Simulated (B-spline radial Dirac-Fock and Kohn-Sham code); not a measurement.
# Isotope-shift constants of the inner levels of Cd²⁺

System: the Cd²⁺ ion, configuration [Kr] 4d10.

The run's input, task.json:

```json
{"items": [{
  "Z": 48,
  "q": 2,
  "cfg": [[1, 0, 2], [2, 0, 2], [2, 1, 6], [3, 0, 2], [3, 1, 6], [3, 2, 10], [4, 0, 2], [4, 1, 6], [4, 2, 10]],
  "A": 114,
  "rrms": 4.6087,
  "do": "isoshift",
  "isotopes": [[102, 101.914481797, 4.481], [103, 102.913416922, 4.4951], [104, 103.909856228, 4.5122], [105, 104.909463893, 4.5216], [106, 105.906459791, 4.5383], [107, 106.906612049, 4.5466], [108, 107.904183588, 4.5577], [109, 108.904986697, 4.5601], [110, 109.90300747, 4.5765], [111, 110.904183776, 4.5845], [112, 111.902763896, 4.5944], [113, 112.904408105, 4.6012], [114, 113.903364998, 4.6087], [115, 114.905437426, 4.6114], [116, 115.90476323, 4.6203], [117, 116.907226039, 4.6136], [118, 117.906921956, 4.6246], [120, 119.909868065, 4.63]]
}]}
```

Launch: `python xray2_run.py task.json out`

Model: first-order field-shift and mass-shift constants from Dirac-Fock ground and hole states with a Fermi nucleus; the mass shift has no relativistic recoil terms. Program: a radial finite-basis atomic code. A binding energy shifts by δE = F·δ⟨r²⟩ + (K_N + K_S)·δ(1/M); F is taken for a change of radius at fixed skin thickness and so holds the higher radial moments.

```tsv
level	F (meV/fm²)	K_N (meV u)	K_S (meV u)
K (1s)	-64.18	-14710	6976
L1 (2s)	-7.334	-2228	-132.0
L2 (2p1/2)	0.3125	-2065	2837
L3 (2p3/2)	0.4395	-1959	2550
M1 (3s)	-1.406	-440.1	-178.9
M2 (3p1/2)	0.07095	-374.7	344.2
M3 (3p3/2)	0.09820	-355.4	271.2
M4 (3d3/2)	0.08441	-240.6	288.2
M5 (3d5/2)	0.08255	-236.7	280.1
```

Line shifts in meV from A = 114 (mass 113.9034 u, rms radius 4.6087 fm); radii from Angeli and Marinova (2013).

| A | mass (u) | radius (fm) | Kα1 | Kα2 | Kβ1 | Lα1 |
| --- | --- | --- | --- | --- | --- | --- |
| 102 | 101.9145 | 4.481 | +66.40 | +66.07 | +66.70 | +0.15 |
| 105 | 104.9095 | 4.5216 | +45.12 | +44.88 | +45.36 | +0.13 |
| 107 | 106.9066 | 4.5466 | +31.95 | +31.78 | +32.15 | +0.11 |
| 111 | 110.9042 | 4.5845 | +12.40 | +12.33 | +12.48 | +0.05 |
| 112 | 111.9028 | 4.5944 | +7.20 | +7.15 | +7.26 | +0.04 |
| 113 | 112.9044 | 4.6012 | +3.82 | +3.79 | +3.85 | +0.02 |
| 115 | 114.9054 | 4.6114 | -0.97 | -0.95 | -1.01 | -0.03 |
| 116 | 115.9048 | 4.6203 | -5.66 | -5.61 | -5.72 | -0.04 |
| 118 | 117.9069 | 4.6246 | -7.00 | -6.93 | -7.15 | -0.11 |
| 120 | 119.9099 | 4.63 | ? | ? | ? | ? |

**Question.** What are the shifts for A = 120?

**Answer.** Kα1 -9.05 meV (field -12.72, mass +3.66); Kα2 -8.95 meV (field -12.69, mass +3.74); Kβ1 -9.28 meV (field -12.65, mass +3.37); Lα1 -0.17 meV (field +0.07, mass -0.24).

Values without a named source are computed, but for edge energies of neutral atoms, which are taken from tables.
